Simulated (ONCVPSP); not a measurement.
## u(r) = r·R(r): atom against pseudo-atom (F (Z = 9))

Columns: radius, all-electron u(r) and pseudo u(r) of the 2s shell (level -47.18 eV) of fluorine in the configuration [He] 2s2 2p4; PBEsol, scalar-relativistic, ONCV scheme, ONCVPSP 4.0.1.

| r (bohr) | all-electron | pseudo |
| --- | --- | --- |
| 0.068 | -0.4477 | 0.0701 |
| 0.135 | -0.4057 | 0.1513 |
| 0.202 | -0.1738 | 0.2512 |
| 0.270 | 0.1121 | 0.3721 |
| 0.338 | 0.3822 | 0.5087 |
| 0.405 | 0.6061 | 0.6514 |
| 0.473 | 0.7825 | 0.7914 |
| 0.540 | 0.9072 | 0.9076 |
| 0.608 | 0.9898 | 0.9898 |
| 0.675 | 1.0348 | 1.0348 |
| 0.742 | 1.0509 | 1.0509 |
| 0.810 | 1.0441 | 1.0441 |
| 0.878 | 1.0200 | 1.0200 |
| 0.945 | 0.9839 | 0.9839 |
| 1.013 | 0.9386 | 0.9386 |
| 1.080 | 0.8885 | 0.8885 |
| 1.148 | 0.8345 | 0.8345 |
| 1.215 | 0.7798 | 0.7798 |
| 1.283 | 0.7244 | 0.7244 |
| 1.350 | 0.6707 | 0.6708 |
| 1.418 | 0.6181 | 0.6181 |
| 1.485 | 0.5683 | 0.5684 |
| 1.553 | 0.5205 | 0.5205 |
| 1.620 | 0.4761 | 0.4761 |
| 1.688 | 0.4339 | 0.4339 |
| 1.755 | 0.3953 | 0.3953 |

Task: How many radial nodes do the two functions have?

Result: The all-electron 2s function has n − l − 1 = 1; the pseudo-wave has 0, since the states of the same l below it are removed with the core.

Task: At about which radius was the pseudo-wave matched?

Result: 0.60 bohr, where the columns begin to agree (steps of 0.07 bohr).

Task: Where does each function peak?

Result: Outermost all-electron maximum near 0.74 bohr, pseudo maximum near 0.74 bohr (to the table’s step).

Task: Is the pseudo-wave norm-conserving?

Result: Yes: the ONCV scheme keeps the norm inside the radius equal to the all-electron one, which fixes the energy derivative of the logarithmic derivative at the level.
